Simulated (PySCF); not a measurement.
**Excitation energy of Rh by level of theory**

Rh [Kr] 4d8 5s1 (4F) → Rh [Kr] 4d8 5p1 (high-spin determinant), as a difference of total energies. Computed with PySCF 2.14 in aug-cc-pVTZ-PP with ECP28MDF (6s6p5d3f2g, 88 functions), with a scalar-relativistic core potential. Correlated levels: valence: 4s2 4p6 frozen. The calculations carry no spin-orbit coupling.

```json
{"method": "UHF", "excitation energy (eV)": "3.010"}
{"method": "LDA", "excitation energy (eV)": "3.857"}
{"method": "PBE", "excitation energy (eV)": "3.681"}
{"method": "PBE0", "excitation energy (eV)": "3.553"}
{"method": "r2SCAN", "excitation energy (eV)": "3.692"}
{"method": "B2PLYP", "excitation energy (eV)": "3.574"}
{"method": "wB97M-V", "excitation energy (eV)": "3.428"}
{"method": "MP2 (valence)", "excitation energy (eV)": "3.578"}
{"method": "SCS-MP2 (valence)", "excitation energy (eV)": "3.457"}
```

Question: How much does correlation contribute at MP2 (valence)?

Answer: 3.578 − (3.010) = 0.568 eV, measured against UHF.

The determinant of the upper state mixes LS terms, which raises its energy above the lowest term, most at the Hartree-Fock and MP2 levels.
